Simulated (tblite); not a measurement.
C5H4F4O2SSi.
Numbering: `[O:1]=[S:2](=[O:3])([C:4]1=[CH:5][CH:6]=[C:7]([F:8])[SiH2:9]1)[C:10]([F:11])([F:12])[F:13]` (hydrogens: H14 on C5; H15 on C6; H16, H17 on Si9)

Cartesian coordinates in Å at the GFN2-xTB level; atoms count from 1:
```
atom  x, y, z in Å
O1     1.4088   -2.2165    0.7333
S2     1.4134   -0.7955    0.8840
O3     1.9305   -0.2051    2.0764
C4    -0.1428   -0.1550    0.4313
C5    -0.5759    1.0455    0.8387
C6    -1.8852    1.4383    0.3567
C7    -2.4737    0.5226   -0.4302
F8    -3.6856    0.7205   -0.9590
Si9   -1.3841   -1.0376   -0.6784
C10    2.4764   -0.1339   -0.5412
F11    2.4611    1.2007   -0.5353
F12    1.9400   -0.5330   -1.7009
F13    3.7318   -0.5469   -0.4889
H14   -0.0052    1.6916    1.4884
H15   -2.3199    2.3873    0.6266
H16   -1.9795   -2.2130   -0.0574
H17   -0.9171   -1.1580   -2.0539
```

Calculated harmonic vibrations of the isolated species, GFN2-xTB (tblite), most abundant isotopes, no scaling. This tight-binding method is rough: wavenumbers can miss measured ones by several per cent, in bad cases by 10 to 20. Modes of hydrogen on silicon can be 10 to 20 % off. One conformer, not necessarily the lowest.

Harmonic wavenumbers (cm⁻¹): 27.2, 35.5, 47.4, 85.9, 112.8, 132.0, 168.2, 236.9, 270.8, 273.7, 304.5, 311.6, 314.9, 363.0, 381.7, 451.5, 471.8, 477.9, 484.8, 528.1, 541.4, 578.9, 598.3, 613.5, 660.8, 678.4, 718.0, 842.2, 892.9, 978.8, 1048.4, 1078.6, 1091.2, 1125.1, 1161.9, 1192.6, 1208.3, 1271.5, 1290.3, 1534.6, 1620.6, 2322.7, 2335.1, 3089.2, 3106.6.

A = 1210, B = 387.9, C = 382.6 MHz; mass 231.964 u (most abundant isotopes); point group C1, symmetry number 1.

Problem. Zero-point energy?

Solution. ½Σν̃ = 18530 cm⁻¹ = 221.67 kJ/mol.

Problem. What is S at 273.15 K and 1 bar for an ideal gas of classical rigid rotors and harmonic oscillators?

Solution. Translation 174.96, rotation 132.21, vibration 182.42: S = 489.6 J/(mol K).

Problem. And Cp and H(273.15 K) − H(0)?

Solution. Cp = 205.62 J/(mol K), of which vibrations give 172.36 (their classical limit is 45 R = 374.2); H(273.15 K) − H(0) = 34.15 kJ/mol without the zero-point energy, 25.07 from vibrations.

Problem. How do the functions run with temperature in this model?

Solution. 
```csv
T (K),S (J/(mol K)),Cp (J/(mol K)),H − H(0) (kJ/mol),G − H(0) (kJ/mol),ln q(vib)
100,340.1,102.6,6.89,-27.12,3.69
200,431.6,167.2,20.47,-65.85,7.90
300,509.4,217.9,39.84,-113.00,11.98
500,638.0,284.7,90.74,-228.26,19.54
800,784.4,335.6,184.76,-442.73,29.32
1000,861.4,354.3,253.88,-607.53,34.93
```

q(vib) and H(0) count from the zero-point level.

Problem. Blend soft modes into free rotors: weight 1/[1 + (100 cm⁻¹/ν̃)⁴] for the oscillator and the rest for a rotor with moment μB/(μ + B), μ = h/(8π²ν), B = 10⁻⁴⁴ kg m². What vibrational entropy results?

Solution. 161.23 J/(mol K) in place of 182.42, which changes −T·S at 273.15 K by +5.79 kJ/mol.

Problem. What must be added to the electronic energy to get the Gibbs energy at 273.15 K and 1 bar?

Solution. ZPE + [H(273.15 K) − H(0)] − T·S = 221.67 + 34.15 − 133.73 = 122.09 kJ/mol.

Hindered rotation and anharmonicity are outside this model. Other conformers, if any are populated, would add a mixing term that is left out. The structure is chiral; the term R ln 2 for an equal mix with its mirror image is left out.
